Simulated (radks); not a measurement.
Q: All-electron atom: Eu LX in [He] 2s2. Calculated with a radial shooting solver on a logarithmic mesh with Libxc functionals: Dirac Kohn-Sham, PBE, spin-unpolarised, spherical densities, finite nucleus; Fermi nuclear charge, rms radius 5.1115 fm. Some entries of the table are withheld. Estimate them.

orbital,occ.,eigenvalue (Ry),<r^2> (bohr^2)
1s1/2,2,-4030.923,0.0006728
2s1/2,2,(1),(2)
2p1/2,0,(3),(4)
2p3/2,0,(5),(6)
3s1/2,0,-423.2919,0.04974

A: 
(1) 2s1/2 eigenvalue (Ry): -983.8278
(2) 2s1/2 <r^2> (bohr^2): 0.009561
(3) 2p1/2 eigenvalue (Ry): -971.5060
(4) 2p1/2 <r^2> (bohr^2): 0.006776
(5) 2p3/2 eigenvalue (Ry): -916.8731
(6) 2p3/2 <r^2> (bohr^2): 0.007797
